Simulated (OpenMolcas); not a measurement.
Co2+ (d7) on a cation site of an ionic host was computed by CASSCF with the d shell active (OpenMolcas, ANO-RCC-VTZP on the metal). Its lowest spin-free states, and all those of the highest spin:

```json
{"2S+1": "4", "Degeneracy": "3", "E (cm-1)": "0.0"}
{"2S+1": "4", "Degeneracy": "3", "E (cm-1)": "5129"}
{"2S+1": "4", "Degeneracy": "1", "E (cm-1)": "11251"}
{"2S+1": "2", "Degeneracy": "2", "E (cm-1)": "16162"}
{"2S+1": "2", "Degeneracy": "3", "E (cm-1)": "20066"}
{"2S+1": "2", "Degeneracy": "3", "E (cm-1)": "20192"}
{"2S+1": "4", "Degeneracy": "3", "E (cm-1)": "22479"}
{"2S+1": "2", "Degeneracy": "1", "E (cm-1)": "23350"}
{"2S+1": "2", "Degeneracy": "3", "E (cm-1)": "25746"}
{"2S+1": "2", "Degeneracy": "3", "E (cm-1)": "27880"}
{"2S+1": "2", "Degeneracy": "3", "E (cm-1)": "28195"}
{"2S+1": "2", "Degeneracy": "2", "E (cm-1)": "30076"}
```

Problem. Is the site octahedral, tetrahedral or cube-like, axial, or of lower symmetry?

Solution. The states with 2S+1 = 4 have orbital degeneracies 3, 3, 1, 3. Threefold states need a cubic site. For d7 at this spin an octahedron puts the threefold T1 below the threefold T2 and a tetrahedron or cube puts the single A2 below the threefold T2, so the site is octahedral. The run had Co2+ with its 6 nearest fluoride ions at 2.089 Å, on the Cd site of idealised cubic KCdF3 (a = 4.302 Å, distance in the model lattice 2.151 Å). The rest of the host is ab initio model potentials to 7.6 Å, with orthogonalisation functions on the cations behind the ligands, and point charges beyond; the distance is set by hand and nothing relaxes. Ligand basis ANO-RCC-VDZP.

An orbital triplet at a regular site is open to Jahn-Teller coupling, which can distort the site and quench the lowest spin-orbit gaps and is left out. Without dynamic correlation the repulsion within the d shell is too large (B by tens of per cent), so at a given field states of lower spin stand too high. Ligand-to-metal charge-transfer states are missing. With no ligand orbital active B as a rule stays too high, so bands that hang on it stand too high and its fall with covalency is understated. With metal d orbitals alone and no dynamic correlation 10Dq can be off by a tenth to a fifth, either way, in oxide and fluoride hosts. No measured value stands beside these numbers; the geometry was set by hand and not optimised.
